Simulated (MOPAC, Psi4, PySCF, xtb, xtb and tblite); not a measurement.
Two geometries of SMILES c1c[se]c(-c2cc3sccc3s2)c1 (C10H6S2Se), relaxed at GFN2-xTB with one dihedral held; other torsions can differ between them too.

Structure A

```
19

C     -3.8309     0.4231    -0.1327
C     -4.1093    -0.7010     0.5795
Se    -2.5792    -1.6248     1.0670
C     -1.6134    -0.2844     0.1681
C     -0.1831    -0.2816     0.1188
C      0.6476     0.7681    -0.1817
C      1.9974     0.3857    -0.1508
S      3.5017     1.1967    -0.4128
C      4.3654    -0.2712    -0.0937
C      3.5627    -1.3265     0.1982
C      2.2050    -0.9528     0.1667
S      0.7033    -1.7641     0.4279
C     -2.4600     0.6594    -0.3572
H     -4.5971     1.0839    -0.5022
H     -5.0843    -1.0596     0.8565
H      0.3041     1.7631    -0.3937
H      5.4359    -0.2544    -0.1445
H      3.9172    -2.3151     0.4233
H     -2.1029     1.5063    -0.9175
```

Structure B

```
19

C      3.8299     0.4142    -0.1317
C      4.0983    -0.7167     0.5741
Se     2.5595    -1.6279     1.0571
C      1.6045    -0.2675     0.1773
C      0.1760    -0.2669     0.1075
C     -0.6417     0.6556    -0.4969
C     -1.9961     0.3190    -0.3560
S     -3.4887     1.0296    -0.8628
C     -4.3731    -0.2596    -0.1157
C     -3.5855    -1.1856     0.4891
C     -2.2229    -0.8565     0.3530
S     -0.7325    -1.5662     0.8594
C      2.4615     0.6658    -0.3526
H      4.6019     1.0709    -0.4962
H      5.0701    -1.0861     0.8480
H     -0.2869     1.5272    -1.0136
H     -5.4431    -0.2457    -0.1755
H     -3.9541    -2.0537     1.0030
H      2.1144     1.5268    -0.8970
```

Q: Which is lower in energy at the level B3LYP-D3(BJ)/def2-SVP // GFN2-xTB in Psi4 1.11, and by how much?

A: A is lower, by 0.31 kcal/mol (dihedral Se3–C4–C5–S12: 20° in A, 0° in B).

E(B) − E(A) in kcal/mol at the other levels, on the same two geometries: GFN2-xTB (xtb and tblite) -0.24; B3LYP/def2-SVP // GFN2-xTB (Psi4) 0.34; PBE/def2-SVP // GFN2-xTB (Psi4) 0.23; PBE-D3(BJ)/def2-SVP // GFN2-xTB (Psi4) 0.22; PM3, restricted, heats of formation // GFN2-xTB (MOPAC) -0.16; PM6, restricted, heats of formation // GFN2-xTB (MOPAC) 0.95; GFN1-xTB // GFN2-xTB (xtb) -0.39; restricted B3LYP/6-31G*, spherical d, density fitting // GFN2-xTB (PySCF) 0.37.
